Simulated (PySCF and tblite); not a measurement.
The numbers below are computed, except where a source is named.
C7H11N, numbered as in [N:1]#[C:2][CH:3]1[CH2:4][CH2:5][CH2:6][CH2:7][CH2:8]1.

Conformers came from 60 starts (ETKDG, MMFF94s, GFN2-xTB); geometries are GFN2-xTB. Free energies are BLYP-D3(BJ)/pcseg-1 (IEF-PCM, tetrahydrofuran) single points with GFN2-xTB rigid-rotor and vibrational terms (modes under about 100 cm⁻¹ blended into free rotors). Symmetry numbers and mirror images are counted. Conformers within 4 kcal/mol (GFN2-xTB free energy) were kept, 4 at most. GIAO shieldings: LDA/pcSseg-1 (IEF-PCM, tetrahydrofuran). Shifts are against TMS (¹H), TMS (¹³C) at the same level. (PySCF 2.14, tblite 0.8.)

The 6-ring runs over atoms 3–4–5–6–7–8.

| conformer | shape | symmetry | E(GFN2) kcal/mol | E(DFT) kcal/mol |
| --- | --- | --- | --- | --- |
| 1 | 6-ring chair (all substituents equatorial) | Cs | 0.04 | 0.00 |
| 2 | 6-ring chair (C2 axial) | Cs | 0.00 | 0.28 |

(1) How much do the weights at 298.15 K and the averaged shift of H3 depend on how the conformers are weighted?

Answers

(1) 
```csv
weighting,1 (%),2 (%),δ (ppm),rms dipole (D)
"DFT energy with thermal terms, symmetry and mirror images (full scheme)",66,34,2.77,5.05
DFT energy with symmetry and mirror images,62,38,2.81,5.04
bare DFT energy,62,38,2.81,5.04
GFN2-xTB energy with symmetry and mirror images,48,52,2.91,4.99
GFN2-xTB free energy,53,47,2.88,5.01
leading conformer alone,100,0,2.51,5.17
equal weights,50,50,2.90,5.00
"full scheme, search stopped after three starts",100,0,2.51,5.17
```

The largest departure from the full scheme, 0.27 ppm, comes with: leading conformer alone.
